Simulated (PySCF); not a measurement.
## Fractional electron number in Rh⁻ (rhodium, charge -1)

The 5s beta orbital of [Kr] 4d8 5s2 is emptied in steps (occupation f), with all orbitals relaxed, ending at [Kr] 4d8 5s1. All numbers are calculated (PySCF 2.14, a scalar-relativistic core potential, in def2-TZVPPD with the def2 core potential (28 electrons)). The exact energy is a straight line in f; departures are measured from the line between the end points of the same method.

```csv
f,BHandHLYP (eV),wB97X (eV)
1,0.000,0.000
0.9,-0.107,-0.026
0.7,-0.253,-0.067
0.5,-0.304,-0.085
0.3,-0.259,-0.071
0.1,-0.112,-0.015
0,0.000,0.000
```

```tsv
method	E(f=0) − E(f=1) (eV)	−ε at f=1 (eV)	−ε at f=0.5 (eV)
BHandHLYP	0.685	-0.503	0.668
wB97X	1.139	0.858	1.118
```

Orbital energy along the path (eV):

```json
{"f": "1", "BHandHLYP": "0.503", "wB97X": "-0.858"}
{"f": "0.9", "BHandHLYP": "0.274", "wB97X": "-0.894"}
{"f": "0.7", "BHandHLYP": "-0.192", "wB97X": "-0.986"}
{"f": "0.5", "BHandHLYP": "-0.668", "wB97X": "-1.118"}
{"f": "0.3", "BHandHLYP": "-1.160", "wB97X": "-1.309"}
{"f": "0.1", "BHandHLYP": "-1.677", "wB97X": "-1.488"}
{"f": "0", "BHandHLYP": "-1.941", "wB97X": "-0.831"}
```

As f goes to zero the orbital energy of a semilocal functional can turn back, because the density of that orbital vanishes from the exchange-correlation potential.

At f = 1 the orbital energy is positive for BHandHLYP: only the finite basis holds the electron.

Reference removal energy between the ground levels: 1.143 eV (measured; photodetachment measurements, as compiled on the Wikipedia data page of electron affinities). The calculation has no spin-orbit coupling.
